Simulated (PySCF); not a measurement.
**Excitation energy of Co by level of theory**

Co [Ar] 3d7 4s2 (4F) → Co [Ar] 3d7 4s1 4p1 (high-spin determinant), as a difference of total energies. All numbers are calculated (PySCF 2.14, the spin-free X2C one-electron Hamiltonian (Gaussian nucleus), in x2c-QZVPPall with one added diffuse shell each of s, p, d, f, g type (12s8p6d5f3g, 128 functions)). Correlated levels: valence: [Ar] frozen; valence and next inner shell: [Ne] frozen. The calculations carry no spin-orbit coupling.

```json
{"method": "UHF", "excitation energy (cm⁻¹)": "14492"}
{"method": "PBE", "excitation energy (cm⁻¹)": "24781"}
{"method": "PBE0", "excitation energy (cm⁻¹)": "22902"}
{"method": "r2SCAN", "excitation energy (cm⁻¹)": "22210"}
{"method": "B2PLYP", "excitation energy (cm⁻¹)": "25365"}
{"method": "PBEsol", "excitation energy (cm⁻¹)": "24417"}
{"method": "LC-wPBE", "excitation energy (cm⁻¹)": "20238"}
{"method": "MP2 (valence)", "excitation energy (cm⁻¹)": "22472"}
{"method": "MP2 (valence and next inner shell)", "excitation energy (cm⁻¹)": "23251"}
{"method": "SCS-MP2 (valence and next inner shell)", "excitation energy (cm⁻¹)": "24726"}
```

Task: Estimate what SCS-MP2 (valence) gives.

Result: 24523 cm⁻¹, closest to PBEsol among the rows shown.

Task: Estimate what LDA gives.

Result: 26556 cm⁻¹, closest to B2PLYP among the rows shown.

A first-order spin-orbit estimate (lowest level to lowest level, LS coupling) adds 0.018 eV.

The determinant of the upper state mixes LS terms, which raises its energy above the lowest term, most at the Hartree-Fock and MP2 levels.
